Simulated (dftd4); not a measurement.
C₃H₇O, doublet, geometry from GFN2-xTB; dftd4 with D4 for hf.

Input for dftd4:
```
$ dftd4 mol.xyz --func hf --charge 0 --json dftd4.json --noedisp

# file mol.xyz
11

C     -1.89223601    -0.24806103     0.13597528
C     -0.54241439     0.34178157     0.24412449
C      0.62947001    -0.25810594    -0.42893963
O      1.86541480     0.25467953     0.01563737
H     -1.84030574    -1.27945500    -0.20679639
H     -2.41001552    -0.21770240     1.09700624
H     -2.51798949     0.31056854    -0.57048766
H     -0.42574496     1.31068765     0.69919261
H      0.60646553    -1.35835618    -0.31618966
H      0.62082017    -0.05639144    -1.51388513
H      1.87453379     0.23952489     0.97910034
```

Q: What does dftd4 print? Leave out banner, timings and long lists.

A: 
```
                    ____  _____ _____     ____  _  _
      -------------|  _ \|  ___|_   _|---|  _ \| || |------------
     |             | | | | |_    | | ___ | | | | || |_           |
     |             | |_| |  _|   | ||___|| |_| |__   _|          |
     |             |____/|_|     |_|     |____/   |_|            |
     |             ===================================           |
     |            E. Caldeweyher, S. Ehlert & S. Grimme          |
     |          Mulliken Center for Theoretical Chemistry        |
     |                    University of Bonn                     |
      -----------------------------------------------------------

Rational (Becke-Johnson) damping: hf-D4-ATM
---------------------
  s6         1.0000
  s8         1.6168
  s9         1.0000
  a1         0.4496
  a2         3.3574
 alp        16.0000
--------------------

Dispersion energy:      -2.2503228708112E-02 Eh

[Info] JSON dump of results written to 'dftd4.json'
```
